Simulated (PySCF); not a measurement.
C2H7Si, SMILES C[SiH]C, multiplicity 2. Atoms are numbered in the order given.

```xyz
10

C      0.0420     0.4680    -1.5611
Si    -0.1336    -0.5752     0.0000
C      0.0420     0.4680     1.5611
H      1.0309     0.9570    -1.5918
H     -0.0594    -0.1501    -2.4659
H     -0.7267     1.2552    -1.5978
H      0.8765    -1.6869     0.0000
H      1.0309     0.9570     1.5918
H     -0.0594    -0.1501     2.4659
H     -0.7267     1.2552     1.5978
```
Charge 0, spin multiplicity 2.

Geometry optimised at PBE0-D3(BJ)/def2-SVP. The isomer is the one that the SMILES or the coordinates give; other isomers of the formula were not compared.

These are PySCF with PBE0/pcH-1 values and carry that method's errors.

Unrestricted Kohn–Sham, ⟨S²⟩ = 0.752. Hyperfine tensors hold the contact and dipolar terms, without spin-orbit corrections.

### Question
Estimate the hyperfine couplings. (An estimate is asked for; the answer gives what the named calculation found.)

### Answer

```csv
nucleus,A(iso) (MHz),A(iso) (G),dipolar principal values (MHz)
13C no. 1,18.7,6.7,"-3.7, -3.3, 6.9"
29Si no. 2,-465.0,-165.9,"-164.7, 82.1, 82.6"
13C no. 3,18.7,6.7,"-3.7, -3.3, 6.9"
1H no. 4,60.0,21.4,"-3.8, 0.2, 3.5"
1H no. 5,1.8,0.7,"-4.0, -2.5, 6.5"
1H no. 6,4.1,1.5,"-4.1, -2.6, 6.7"
1H no. 7,39.7,14.2,"-9.0, 0.5, 8.5"
1H no. 8,60.0,21.4,"-3.8, 0.2, 3.5"
1H no. 9,1.8,0.7,"-4.0, -2.5, 6.5"
1H no. 10,4.1,1.5,"-4.1, -2.6, 6.7"
```

### Question
And the g tensor (effective nuclear charges for spin-orbit coupling, GIAO)? (An estimate is asked for; the answer gives what the named calculation found.)

### Answer
principal values 2.0022, 2.0040, 2.0047; isotropic 2.0036.
